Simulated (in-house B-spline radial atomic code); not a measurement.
Ag. Computed with a B-spline radial atomic code. Model: non-relativistic spherical atom: semilocal Troullier-Martins pseudo-atom, one channel per l, against all electrons, high spin, G0W0 and RPA with empty states to l = 8, local potential for every l without a channel, a model core (radius 0 = none) keeps its share of the functional.

Without relativity these are model numbers for so heavy an element.

What the tables leave out is listed at the end.

The pseudopotential gives back the lowest level of each angular momentum of its own functional in the configuration it was made in; a second state of the same l is only approximately right. Exact exchange, RPA and GW see the smooth pseudo-orbitals and miss the exchange with the core, for which the functional's share stands in. The column with an uncorrelated core keeps all orbitals and exact exchange, and so separates missing core correlation from pseudisation. Only the three outermost levels and the lowest empty one were computed. RPA here is direct RPA, with no exchange kernel, and its energies carry an (l + 1/2)⁻⁴ tail. A hybrid on a potential with a model core restores only its own semilocal share of the core's exchange.

Command:
```bash
python run_psgw.py task.json out
```
Settings (lengths in bohr, energies in hartree):
```
Z                      47
electrons              47
configuration          [Kr] 4d10 5s1
generated_in           [Kr] 4d10 5s1
functional             pbe,pbe
core_shells            6
radius_factor          0.9
core_correction        False
ion_configuration      [Kr] 4d10
```

Cost of the run: 89 s on 1 thread of Arm Neoverse N1, on a shared host.

Given: made with PBE; model core radius 0 bohr; local radius 0.786 bohr; mean-field start PBE.

Valence shells of the generating configuration: 4s, 4p, 4d, 5s.

Channel: s 0.761, p 0.793, d 0.93 (radii in bohr).

Computed: largest level miss in the spin-unpolarised generating configuration 0.14 eV; valence RPA correlation energy all-electron orbitals -1.2438 hartree; valence RPA correlation energy pseudo -1.3025 hartree; all-electron RPA polarisability, core included 43.598 bohr³; ionisation by mean-field all-electron 7.3695 eV; ionisation by RPA all-electron 7.5309 eV; ionisation by RPA pseudo minus all 0.156 eV.

| level | occupied | mean-field all-electron (eV) | mean-field pseudo minus all (eV) | G0W0 all-electron (eV) | G0W0 uncorrelated core minus all (eV) | G0W0 pseudo minus all (eV) | exchange self-energy all-electron (eV) | exchange self-energy pseudo (eV) |
| --- | --- | --- | --- | --- | --- | --- | --- | --- |
| 5s up | 1 | -4.3115 | -0.143 | -7.2873 | 0.018 | -0.187 | -10.114 | -9.8438 |
| 5s down (empty) | 0 | -3.5331 | -0.145 | -1.3362 | 0.019 | -0.077 | -2.6462 | -2.2258 |

What is the pseudo-atom RPA polarisability?

41.281 bohr³.

What is the ionisation by mean-field pseudo minus all?

0.197 eV.

Given: mean-field start PBE0.

Computed: valence RPA correlation energy all-electron orbitals -1.1789 hartree; valence RPA correlation energy pseudo -1.2356 hartree; all-electron RPA polarisability, core included 38.007 bohr³; pseudo-atom RPA polarisability 36.062 bohr³; ionisation by mean-field pseudo minus all 0.186 eV; ionisation by RPA pseudo minus all 0.159 eV.

```
          level  occupied  mean-field all-electron (eV)  mean-field pseudo minus all (eV)  G0W0 all-electron (eV)  G0W0 uncorrelated core minus all (eV)  G0W0 pseudo minus all (eV)  exchange self-energy all-electron (eV)  exchange self-energy pseudo (eV)
          5s up         1                       -4.8705                            -0.148                 -7.3061                                   0.02                      -0.179                                 -9.8633                           -9.6207
5s down (empty)         0                       -2.4828                            -0.117                 -1.0737                                  0.018                      -0.073                                 -2.2632                           -1.9195
```

What is the ionisation by mean-field all-electron?

7.0762 eV.

What is the ionisation by RPA all-electron?

7.3847 eV.

Given: mean-field start Hartree-Fock.

Computed: valence RPA correlation energy all-electron orbitals -1.0265 hartree; valence RPA correlation energy pseudo -1.0768 hartree; all-electron RPA polarisability, core included 33.038 bohr³; pseudo-atom RPA polarisability 31.627 bohr³; ionisation by mean-field pseudo minus all 0.127 eV; ionisation by RPA pseudo minus all 0.154 eV.

```
  level  occupied  mean-field all-electron (eV)  mean-field pseudo minus all (eV)  G0W0 all-electron (eV)  G0W0 uncorrelated core minus all (eV)  G0W0 pseudo minus all (eV)  exchange self-energy all-electron (eV)  exchange self-energy pseudo (eV)
  5s up         1                        -6.014                            -0.135                 -7.0011                                  0.016                      -0.146                                 -8.7059                           -8.5298
4d down         1                       -14.597                            -0.046                 -14.019                                  0.116                        0.03                                 -35.823                           -32.082
  4d up         1                        -14.64                            -0.053                 -14.088                                   0.11                       0.019                                 -35.509                           -31.846
```

What is the ionisation by RPA all-electron?

7.0034 eV.

What is the ionisation by mean-field all-electron?

5.9214 eV.

Among the listed levels the largest G0W0 shift of the pseudo-atom is -0.19 eV, for 5s up on the PBE start, while leaving the core uncorrelated moves that level by +0.02 eV. So pseudisation and the lost core exchange, not the missing core correlation, make the error. Not in the tables (levels of low weight, unsolved or above zero; the highest and the empty levels are kept at any weight): on PBE the G0W0 levels 4d down (pseudo minus all -0.13 eV, weights 0.08 and 0.08), 4d up (pseudo minus all -0.14 eV, weights 0.08 and 0.08); on PBE0 the G0W0 levels 4d down (pseudo minus all -0.11 eV, weights 0.71 and 0.71), 4d up (pseudo minus all -0.12 eV, weights 0.67 and 0.67).
